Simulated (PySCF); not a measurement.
H5NO2Si. Atoms are numbered in the order given.

```xyz
9

Si    -0.0210     0.0363     0.3382
N     -0.8594    -1.4009    -0.0851
O     -0.6707     1.3918    -0.3710
O      1.5518     0.0236    -0.2177
H     -0.0930     0.1103     1.8206
H     -1.5372    -1.7899     0.5627
H     -1.1230    -1.5886    -1.0482
H     -0.0269     2.0374    -0.6870
H      2.0412    -0.7951    -0.0773
```
Charge 0, spin multiplicity 1.

Geometry optimised at B3LYP-D3(BJ)/def2-SVP. One conformer was computed; it need not be the lowest.

Computed with KT2/pcSseg-1 (PySCF).

GIAO shieldings, no solvent; atoms listed in one row are averaged. δ = σ(ref) − σ: ²⁹Si against TMS (σ = 361.9 ppm); ¹⁵N against NH3 (σ = 266.2 ppm); ¹⁷O against H2O (σ = 330.4 ppm); ¹H against TMS (σ = 31.47 ppm), references at their B3LYP-D3(BJ)/def2-TZVP geometries, non-relativistic.

Computed chemical shifts:
| nucleus | atoms | count | δ (ppm) |
|---|---|---|---|
| ²⁹Si | Si1 | 1 | -33.9 |
| ¹⁵N | N2 | 1 | 40.3 |
| ¹⁷O | O4 | 1 | 63.7 |
| ¹⁷O | O3 | 1 | 55.7 |
| ¹H | H5 | 1 | 5.15 |
| ¹H | H8 | 1 | 1.85 |
| ¹H | H9 | 1 | 1.59 |
| ¹H | H6 | 1 | 1.30 |
| ¹H | H7 | 1 | 1.12 |
